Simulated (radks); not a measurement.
Valence configurations of C I (all share [He]). All-electron calculation, Dirac Kohn-Sham, BLYP, spin-unpolarised, spherical densities, finite nucleus; open shells fill j = l - 1/2 first; Fermi nuclear charge, rms radius 2.4702 fm. Program: a radial shooting solver on a logarithmic mesh with Libxc functionals. Energies are relative to 2s2 2p2; eigenvalues in eV.

valence      E (eV)  e(2p1/2)  e(2p3/2)  e(2s1/2)
2s2 2p2       0.000    -5.240         -   -13.607
2s1.5 2p2.5   4.192    -5.450    -5.441   -13.833
2s1 2p3       8.392    -5.647    -5.638   -14.046
2p4          16.815    -6.007    -5.998         -

NIST lists [He] 2s2 2p2 as the ground configuration; this level of theory agrees among the configurations tried. The energies are those of spherical spin-averaged densities, not of single terms.
